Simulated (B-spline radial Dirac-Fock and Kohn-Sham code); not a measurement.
**K-line shifts caused by a second vacancy in Co³⁺**

System: the Co³⁺ ion in the configuration [Ar] 3d5 4s1 (not the ground configuration).

The run's input, task.json:

```json
{"items": [{
  "Z": 27,
  "q": 3,
  "cfg": [[1, 0, 2], [2, 0, 2], [2, 1, 6], [3, 0, 2], [3, 1, 6], [3, 2, 5], [4, 0, 1]],
  "A": 59,
  "rrms": 3.7875,
  "do": ["binding", "quiet", "double"]
}]}
```

Run with: `python xray_run.py task.json out`

Method: Dirac-Fock energy differences between relaxed states, corrected for Breit and QED terms. Computed with a radial finite-basis atomic code. Each two-hole energy is an average over J within one jj subconfiguration, not an observable level; in light atoms, where LS coupling holds, the j-resolved values are not observed lines, and for a K spectator the Kα1 hypersatellite is nearly forbidden. The model has no electron correlation.

Lines without a spectator: Kα2 (K-L2) 6912.4 eV, Kα1 (K-L3) 6926.9 eV, Kβ3 (K-M2) 7650.0 eV, Kβ1 (K-M3) 7651.9 eV. Shifts in eV with one spectator hole (a dash: not computed, or left out as unreliable):

| spectator hole | Kα2 | Kα1 | Kβ3 | Kβ1 |
| --- | --- | --- | --- | --- |
| K (1s) | +284.1 | +286.4 | +355.9 | +356.3 |
| L2 (2p1/2) | +26.33 | +32.3 | – | +74.5 |
| L3 (2p3/2) | +29.94 | +28.70 | +71.9 | – |
| M2 (3p1/2) | – | +2.45 | +6.55 | +8.25 |
| M3 (3p3/2) | +2.22 | – | +7.84 | +7.39 |

With n spectator holes in 2p, averaged over the 2p shell (energies in eV):

| n | KαLⁿ | step | hypersatellite KαʰLⁿ |
| --- | --- | --- | --- |
| 0 | 6922.0 | – | 7207.7 |
| 1 | 6951.9 | +29.8 | 7238.8 |
| 2 | 6982.9 | +31.0 | 7271.1 |
| 3 | 7015.0 | +32.2 | 7304.5 |
| 4 | 7048.4 | +33.3 | 7339.2 |
| 5 | 7082.9 | +34.5 | 7375.0 |
